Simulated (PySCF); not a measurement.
## UHF on Be⁺ (beryllium, charge +1)

Configuration: [He] 2s1, 2S determinant. Calculation: PySCF 2.14, in jorge-DZP-DKH (4s2p1d, 15 functions); the spin-free X2C one-electron Hamiltonian (Gaussian nucleus).

- Total energy: -14.278846 hartree
- One-electron energy: -17.6114 hartree
- Hartree (Coulomb) energy: 5.8395 hartree
- Exchange energy: -2.5069 hartree
- ⟨S²⟩: 0.7500
- ⟨L²⟩: 0.000
- Sum of ⟨r⟩: 3.114 bohr
- Sum of ⟨r²⟩: 6.574 bohr²
- Langevin diamagnetic susceptibility: -5.21 ×10⁻⁶ cm³/mol
- Time after the integrals: 0.06 s of wall time on 1 thread of Neoverse-N1 (shared host)

```csv
shell,electrons,mean orbital energy (eV),"rms radius, mean of both spins (bohr)"
1s α,1,-140.42,0.482
1s β,1,-139.32,0.482
2s α,1,-18.123,2.47
```
